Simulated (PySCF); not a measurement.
These 2 structures share the formula C6H10O3. Method: PBE0-D3(BJ)/def2-SVP geometry optimisation, gas phase (PySCF 2.14.0). One conformer each; no zero-point energy, no entropy. No frequencies were run at this level. Point groups hold within 0.08 Å.

Question: Order them by energy at this level, lowest first, and give relative energies in kJ/mol.
A. `[CH2:1]=[CH:2][O:3][C:4](=[O:5])[CH2:6][O:7][CH2:8][CH3:9]` with C1–C2–O3–C4 179°, C2–O3–C4–O5 1°, O3–C4–C6–O7 -178°, C4–C6–O7–C8 74°, C6–O7–C8–C9 180°
B. `[CH2:1]=[C:2]([CH3:3])[CH2:4][O:5][C:6](=[O:7])[O:8][CH3:9]` with C1–C2–C4–O5 130°, C2–C4–O5–C6 172°, C4–O5–C6–O7 1°, O5–C6–O8–C9 -179°

Answer: B (0.0), A (64.7).

| SMILES | E (Eh) | E rel (kJ/mol) | dipole (D) | point group | A, B, C (MHz) |
| --- | --- | --- | --- | --- | --- |
| C=C(C)COC(=O)OC | -459.47828 | 0.0 | 0.68 | C1 | 4468, 742.3, 683.7 |
| C=COC(=O)COCC | -459.45364 | 64.7 | 1.78 | C1 | 5925, 655.5, 620.9 |

Q: How do the relative energies change in single points at PBE0/pcSseg-1 (no added dispersion term) on the same geometries?

A: 
```tsv
SMILES	PBE0-D3(BJ)/def2-SVP (kJ/mol)	PBE0/pcSseg-1 (kJ/mol)	shift
C=C(C)COC(=O)OC	0.0	0.0	0.0
C=COC(=O)COCC	64.7	64.0	-0.7
```

Each column counts from its own lowest isomer. The order is unchanged; the largest shift is 0.7 kJ/mol.
